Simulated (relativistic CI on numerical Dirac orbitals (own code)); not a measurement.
One change at a time: Er4+

Base calculation: Dirac-Coulomb-Breit CI, separate exchange-only KLI orbitals for each configuration, model QED, valence Slater integrals scaled by 0.85, P86 correlation energy added to each configuration.

Configuration list (outside the closed core [Kr] 4d10): 4f¹⁰5s²5p⁶, 4f¹²5s²5p⁴, 4f¹¹5s²5p⁵, 4f⁹5s²5p⁶6s, 4f⁹5s²5p⁶7s, 4f¹²5p⁶, 4f¹¹5s5p⁶, 4f¹²5s5p⁵, 4f¹¹5s5p⁵6s, 4f⁹5s5p⁶6s². The list is cut by size and lacks configurations that can hold low levels.

Variants: (1) Slater integrals left unscaled; (2) no correlation estimate; (3) QED terms removed; (4) one mean potential for all configurations. Shifts of the energy above 4f¹⁰5s²5p⁶ ⁵I8, in cm⁻¹, for the lowest level and the first level of each name with at least 55 % of one term (blank where a level changes its place among those of its configuration and J or its character, or is not in the variant):

```csv
Level,Base,Δ(1),Δ(2),Δ(3),Δ(4)
4f¹⁰5s²5p⁶ ⁵I8,0.0,0.0,0.0,0.0,0.0
4f¹⁰5s²5p⁶ ⁵I7,6046.9,-95.9,0.0,-29.9,+744.0
4f¹⁰5s²5p⁶ ⁵I6,10131.0,+29.9,0.0,-43.9,+997.1
4f¹⁰5s²5p⁶ ⁵I5,13045.4,+227.9,+0.1,-49.9,+980.5
4f¹⁰5s²5p⁶ ⁵I4,15438.9,+288.8,+0.2,-59.4,+1244.7
4f¹⁰5s²5p⁶ ⁵F5,18695.9,+2949.9,+1.0,-7.2,-454.3
4f¹⁰5s²5p⁶ ³K8,22045.8,+3266.2,+0.3,-16.5,-328.7
4f¹⁰5s²5p⁶ ⁵F4,22639.1,+2875.3,+1.0,-25.8,-75.9
4f¹⁰5s²5p⁶ ⁵F3,24972.8,+2886.3,+1.0,-36.1,+172.3
4f¹⁰5s²5p⁶ ⁵F1,26598.0,+3129.9,+1.1,-36.2,+74.4
4f¹⁰5s²5p⁶ ³K7,27700.5,+3287.1,+0.3,-41.0,+224.7
4f¹⁰5s²5p⁶ ³L9,30587.6,+4602.6,0.0,-22.2,-465.3
4f¹⁰5s²5p⁶ ³K6,32215.1,+3469.1,+0.5,-57.4,+561.2
4f¹⁰5s²5p⁶ ⁵G5,32617.5,+4096.9,+1.1,-41.3,+113.8
```

At this charge configurations can still be misplaced by up to about 7 % of their energy. Levels and lines within the n = 5 or 6 shells can be off by up to 10 % or somewhat more, and those that change n by about 2 %, since core polarisation is missing.

Ionisation energy from the two ground configurations alone: base 75.82 eV; Slater integrals left unscaled 75.55 eV; no correlation estimate 74.37 eV.

LS names give the leading component of a level, which can be under half, so a name can repeat, a term be missing and a line seem to break the LS rules.
